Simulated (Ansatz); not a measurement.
Geometry optimisation of the cluster B₇H₁₃.

```yaml
crystal:
  periodic: [false, false, false]
  atoms:
    - {symbol: B, position_ang: [0.052490, 1.217160, -0.573590]}
    - {symbol: B, position_ang: [-0.848940, -1.411350, -0.109110]}
    - {symbol: B, position_ang: [-1.416790, 0.193840, -0.391180]}
    - {symbol: B, position_ang: [1.762010, 0.249700, -0.007020]}
    - {symbol: B, position_ang: [0.279900, -0.459960, -0.887540]}
    - {symbol: B, position_ang: [0.820580, -1.705720, 0.505630]}
    - {symbol: B, position_ang: [-1.187340, 1.693770, 0.649850]}
    - {symbol: H, position_ang: [1.327700, -2.698110, 0.112260]}
    - {symbol: H, position_ang: [-1.841280, 2.638450, 0.379360]}
    - {symbol: H, position_ang: [2.665200, 0.247000, -0.768780]}
    - {symbol: H, position_ang: [-1.437030, -2.397600, -0.339670]}
    - {symbol: H, position_ang: [0.084010, 1.996630, 0.434710]}
    - {symbol: H, position_ang: [-2.370080, 0.237290, -1.080420]}
    - {symbol: H, position_ang: [0.579530, -0.805930, -1.972470]}
    - {symbol: H, position_ang: [0.447960, -1.763880, 1.636570]}
    - {symbol: H, position_ang: [1.963710, 0.967780, 0.913100]}
    - {symbol: H, position_ang: [-1.240990, 1.389070, 1.792960]}
    - {symbol: H, position_ang: [0.145180, 1.894100, -1.535360]}
    - {symbol: H, position_ang: [1.808860, -0.893270, 0.616580]}
    - {symbol: H, position_ang: [-1.594660, -0.588980, 0.624100]}
basis:
  gaussian: {orbitals: def2-SVP}
hamiltonian: {xc: {name: B3LYP}, dispersion: d4}
scf: {lower_state_search: "off"}
output: {orbitals: {seedname: orbitals}}
relax: {f_tol: 0.02, max_steps: 100}
```

```sh
$ ansatz run in.yaml --threads 4 --pin off --events-out ev --progress --plain --max-ram 4787MiB
```

Output, abridged:

```
Functional definition: B3LYP
  name "B3LYP"
  cite "Stephens, Devlin, Chabalowski & Frisch, J. Phys. Chem. 98, 11623 (1994) doi:10.1021/j100096a001"
  cite "Becke, Phys. Rev. A 38, 3098 (1988) doi:10.1103/PhysRevA.38.3098"
  cite "Lee, Yang & Parr, Phys. Rev. B 37, 785 (1988) doi:10.1103/PhysRevB.37.785"
  cite "Vosko, Wilk & Nusair, Can. J. Phys. 58, 1200 (1980) doi:10.1139/p80-159"
  parameter a0 = 0.2
  parameter ax = 0.72
  parameter ac = 0.81
  exchange = (1 - a0 - ax)*slater_x + ax*b88_x + a0*exact_x
  correlation = (1 - ac)*vwn_rpa_c + ac*lyp_c
these checks for a lower state are left out or cut short: stability, starts, cluster_reference, orbital_swaps, neighbouring_geometries, increment
mean field -4940.93280096 eV, -181.5759313507 hartree, gradient 2.7e-6 eV, S^2 0.000000; 0 other end points of the search recorded, 0 dependent functions left out
the calculation of the forces begins
relax step   1: F+E_penalty+E_count = -4941.77073747 eV  Δ(F+E_penalty+E_count) = +0.000e0 eV  max|allowed force component| = 1.258e0 eV/Å  Δτ_max = 0.0000 Å  (16 SCF iters, accepted)
these checks for a lower state are left out or cut short: stability, starts, cluster_reference, orbital_swaps, neighbouring_geometries, increment
mean field -4941.34804009 eV, -181.5911911074 hartree, gradient 2.6e-6 eV, S^2 0.000000; 0 other end points of the search recorded, 0 dependent functions left out
the calculation of the forces begins
relax step   2: F+E_penalty+E_count = -4942.19342906 eV  Δ(F+E_penalty+E_count) = -4.227e-1 eV  max|allowed force component| = 8.182e-1 eV/Å  Δτ_max = 0.1767 Å  (20 SCF iters, accepted)
these checks for a lower state are left out or cut short: stability, starts, cluster_reference, orbital_swaps, neighbouring_geometries, increment
mean field -4941.65446800 eV, -181.6024521253 hartree, gradient 4.8e-6 eV, S^2 0.000000; 0 other end points of the search recorded, 0 dependent functions left out
the calculation of the forces begins
relax step   3: F+E_penalty+E_count = -4942.50500570 eV  Δ(F+E_penalty+E_count) = -3.116e-1 eV  max|allowed force component| = 8.576e-1 eV/Å  Δτ_max = 0.1941 Å  (19 SCF iters, accepted)
these checks for a lower state are left out or cut short: stability, starts, cluster_reference, orbital_swaps, neighbouring_geometries, increment
mean field -4941.94367695 eV, -181.6130803580 hartree, gradient 6.5e-6 eV, S^2 0.000000; 0 other end points of the search recorded, 0 dependent functions left out
the calculation of the forces begins
relax step   4: F+E_penalty+E_count = -4942.79931347 eV  Δ(F+E_penalty+E_count) = -2.943e-1 eV  max|allowed force component| = 7.209e-1 eV/Å  Δτ_max = 0.1947 Å  (19 SCF iters, accepted)
these checks for a lower state are left out or cut short: stability, starts, cluster_reference, orbital_swaps, neighbouring_geometries, increment
mean field -4942.00628280 eV, -181.6153810806 hartree, gradient 4.3e-6 eV, S^2 0.000000; 0 other end points of the search recorded, 0 dependent functions left out
the calculation of the forces begins
relax step   5: F+E_penalty+E_count = -4942.86165898 eV  Δ(F+E_penalty+E_count) = -6.235e-2 eV  max|allowed force component| = 1.066e0 eV/Å  Δτ_max = 0.1756 Å  (19 SCF iters, accepted)
these checks for a lower state are left out or cut short: stability, starts, cluster_reference, orbital_swaps, neighbouring_geometries, increment
mean field -4942.09345455 eV, -181.6185845836 hartree, gradient 2.2e-6 eV, S^2 0.000000; 0 other end points of the search recorded, 0 dependent functions left out
the calculation of the forces begins
relax step   6: F+E_penalty+E_count = -4942.95307002 eV  Δ(F+E_penalty+E_count) = -9.141e-2 eV  max|allowed force component| = 4.330e-1 eV/Å  Δτ_max = 0.2000 Å  (19 SCF iters, accepted)
these checks for a lower state are left out or cut short: stability, starts, cluster_reference, orbital_swaps, neighbouring_geometries, increment
mean field -4942.12028500 eV, -181.6195705843 hartree, gradient 2.0e-6 eV, S^2 0.000000; 0 other end points of the search recorded, 0 dependent functions left out
the calculation of the forces begins
relax step   7: F+E_penalty+E_count = -4942.98075236 eV  Δ(F+E_penalty+E_count) = -2.768e-2 eV  max|allowed force component| = 2.139e-1 eV/Å  Δτ_max = 0.0539 Å  (20 SCF iters, accepted)
these checks for a lower state are left out or cut short: stability, starts, cluster_reference, orbital_swaps, neighbouring_geometries, increment
[...]
the calculation of the forces begins
relax step   8: F+E_penalty+E_count = -4943.01625093 eV  Δ(F+E_penalty+E_count) = -3.550e-2 eV  max|allowed force component| = 1.606e-1 eV/Å  Δτ_max = 0.1387 Å  (19 SCF iters, accepted)
these checks for a lower state are left out or cut short: stability, starts, cluster_reference, orbital_swaps, neighbouring_geometries, increment
mean field -4942.15774819 eV, -181.6209473312 hartree, gradient 4.0e-6 eV, S^2 0.000000; 0 other end points of the search recorded, 0 dependent functions left out
the calculation of the forces begins
relax step   9: F+E_penalty+E_count = -4943.02335016 eV  Δ(F+E_penalty+E_count) = -7.099e-3 eV  max|allowed force component| = 5.637e-1 eV/Å  Δτ_max = 0.1964 Å  (19 SCF iters, accepted)
these checks for a lower state are left out or cut short: stability, starts, cluster_reference, orbital_swaps, neighbouring_geometries, increment
mean field -4942.19295637 eV, -181.6222412080 hartree, gradient 2.7e-6 eV, S^2 0.000000; 0 other end points of the search recorded, 0 dependent functions left out
the calculation of the forces begins
relax step  10: F+E_penalty+E_count = -4943.05759961 eV  Δ(F+E_penalty+E_count) = -3.425e-2 eV  max|allowed force component| = 1.263e-1 eV/Å  Δτ_max = 0.0709 Å  (20 SCF iters, accepted)
these checks for a lower state are left out or cut short: stability, starts, cluster_reference, orbital_swaps, neighbouring_geometries, increment
mean field -4942.20041135 eV, -181.6225151732 hartree, gradient 2.3e-6 eV, S^2 0.000000; 0 other end points of the search recorded, 0 dependent functions left out
the calculation of the forces begins
relax step  11: F+E_penalty+E_count = -4943.06671460 eV  Δ(F+E_penalty+E_count) = -9.115e-3 eV  max|allowed force component| = 1.251e-1 eV/Å  Δτ_max = 0.1684 Å  (18 SCF iters, accepted)
these checks for a lower state are left out or cut short: stability, starts, cluster_reference, orbital_swaps, neighbouring_geometries, increment
mean field -4942.20481147 eV, -181.6226768750 hartree, gradient 2.1e-6 eV, S^2 0.000000; 0 other end points of the search recorded, 0 dependent functions left out
the calculation of the forces begins
relax step  12: F+E_penalty+E_count = -4943.07163094 eV  Δ(F+E_penalty+E_count) = -4.916e-3 eV  max|allowed force component| = 6.683e-2 eV/Å  Δτ_max = 0.0232 Å  (20 SCF iters, accepted)
these checks for a lower state are left out or cut short: stability, starts, cluster_reference, orbital_swaps, neighbouring_geometries, increment
mean field -4942.20140044 eV, -181.6225515217 hartree, gradient 2.1e-6 eV, S^2 0.000000; 0 other end points of the search recorded, 0 dependent functions left out
the calculation of the forces begins
relax step  13: F+E_penalty+E_count = -4943.07057588 eV  Δ(F+E_penalty+E_count) = +1.055e-3 eV  max|allowed force component| = 7.236e-2 eV/Å  Δτ_max = 0.0655 Å  (20 SCF iters, rejected (line search))
these checks for a lower state are left out or cut short: stability, starts, cluster_reference, orbital_swaps, neighbouring_geometries, increment
mean field -4942.20492619 eV, -181.6226810908 hartree, gradient 2.0e-6 eV, S^2 0.000000; 0 other end points of the search recorded, 0 dependent functions left out
the calculation of the forces begins
relax step  14: F+E_penalty+E_count = -4943.07267248 eV  Δ(F+E_penalty+E_count) = -1.042e-3 eV  max|allowed force component| = 1.891e-2 eV/Å  Δτ_max = 0.0326 Å  (21 SCF iters, accepted)
Total energy: -4943.07298177 eV, -181.6545815448 hartree
Atom 0 at     0.228357     1.239445    -0.433247 Å, force     0.002092     0.009966     0.000465 eV/Å
Atom 1 at    -0.809583    -1.464684     0.030470 Å, force    -0.016461    -0.008319    -0.016058 eV/Å
Atom 2 at    -1.239955     0.215707    -0.409899 Å, force    -0.017879     0.006693     0.005093 eV/Å
Atom 3 at     1.632641     0.026246    -0.172858 Å, force    -0.018910     0.007538    -0.000611 eV/Å
Atom 4 at     0.257205    -0.626185    -1.032095 Å, force     0.001286    -0.004159    -0.002489 eV/Å
Atom 5 at     0.918260    -1.542685     0.293295 Å, force     0.002031    -0.005209     0.006630 eV/Å
Atom 6 at    -1.058194     1.593072     0.772769 Å, force    -0.012572    -0.007629     0.007616 eV/Å
Atom 7 at     1.552194    -2.556112     0.289999 Å, force    -0.000350     0.002466     0.000259 eV/Å
Atom 8 at    -1.901183     2.424113     0.548684 Å, force     0.014887    -0.013556     0.003256 eV/Å
Atom 9 at     2.739166     0.049707    -0.626333 Å, force     0.010648    -0.001151    -0.001391 eV/Å
Atom 10 at    -1.451942    -2.454979    -0.159724 Å, force     0.011994     0.010689     0.005472 eV/Å
Atom 11 at     0.017177     2.253716     0.550855 Å, force     0.004003     0.004311    -0.000479 eV/Å
Atom 12 at    -2.162022     0.279306    -1.173327 Å, force     0.008897    -0.003738     0.002363 eV/Å
Atom 13 at     0.367190    -0.933256    -2.183582 Å, force    -0.000876     0.001843    -0.000800 eV/Å
Atom 14 at    -0.077157    -1.633454     1.180309 Å, force     0.003045    -0.001266     0.006083 eV/Å
Atom 15 at     1.401954     1.142636     0.370392 Å, force     0.007097    -0.002681    -0.000092 eV/Å
Atom 16 at    -0.913818     1.174373     1.899684 Å, force     0.002450     0.004594    -0.016960 eV/Å
Atom 17 at     0.436773     1.951723    -1.376996 Å, force    -0.002940    -0.000367    -0.000982 eV/Å
Atom 18 at     1.629218    -0.610079     1.000547 Å, force    -0.000832    -0.002730     0.005294 eV/Å
Atom 19 at    -1.566262    -0.528621     0.631036 Å, force     0.002390     0.002706    -0.002668 eV/Å
Dipole moment:     0.326607    -0.230932     0.320942 e Å
Checks for a lower state left out: stability, starts, cluster_reference, orbital_swaps, neighbouring_geometries, increment
```

Hardware: 4 threads of Arm Neoverse V1 on a shared host. Wall time 46 s.

The structure comes from a short search, and lower isomers may exist.
